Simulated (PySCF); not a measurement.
C₂H₃Cl₃Si. Atoms are numbered in the order given.

```xyz
9

C     -2.5863    -1.0810     0.0000
C     -1.2771    -1.3739     0.0000
Si     0.0535    -0.0949     0.0000
Cl    -0.7596     1.7971     0.0000
Cl     1.2529    -0.2988    -1.6615
Cl     1.2529    -0.2988     1.6615
H     -2.9438    -0.0463     0.0000
H     -3.3510    -1.8646     0.0000
H     -0.9570    -2.4238     0.0000
```
Charge 0, spin multiplicity 1.

Geometry: TPSSh-D3(BJ)/def2-SVP. The values are those of a single conformer.

Calculation: PySCF with SMD-ωB97X/def2-SVP.

Solvation free energies are E(SMD) − E(gas) at the gas-phase geometry, for 1 M in both phases. In vacuum the dipole moment is 2.32 D.

```tsv
solvent	ΔG(solv) (kcal/mol)	its non-electrostatic (CDS) part	dipole (D)
water	0.6	3.4	2.99
chloroform	-4.8	-2.9	2.80
N,N-dimethylformamide	-3.7	-1.0	2.98
```
